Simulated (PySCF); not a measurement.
C₅H₈O, SMILES O=CCC(C)=C.

Coordinates come from a ωB97X-D3(BJ)/def2-SVP optimisation. The values are those of a single conformer.

Two levels are set side by side: PBE/def2-TZVP (PySCF) and ωB97X/def2-TZVP (PySCF). Same geometry, gas phase. Differences are taken from unrounded values.

| quantity | PBE |
|---|---|
| orbital gap (eV) | 3.65 |
| highest occupied level (eV) | -5.82 |
| lowest empty level (eV) | -2.17 |
| dipole moment (D) | 2.21 |
| mean polarisability (bohr³) | 66.2 |

Q: These are the PBE values. What does ωB97X give? (An estimate is asked for; the answer gives what the named calculation found.)

A: 
| quantity | ωB97X | PBE minus ωB97X |
|---|---|---|
| orbital gap (eV) | 10.87 | -7.22 |
| highest occupied level (eV) | -9.60 | 3.79 |
| lowest empty level (eV) | 1.26 | -3.43 |
| dipole moment (D) | 2.42 | -0.21 |
| mean polarisability (bohr³) | 62.9 | 3.3 |

PBE's occupied levels lie high since its potential decays too fast outside the molecule; exact exchange lowers them and widens the gap. Loosely held outer electrons make PBE densities more polarisable. Differences between two approximate levels are no errors against the true value.

Rough cost on one machine, each run with all the roots and properties that it gave: ωB97X against PBE within a factor of 2.
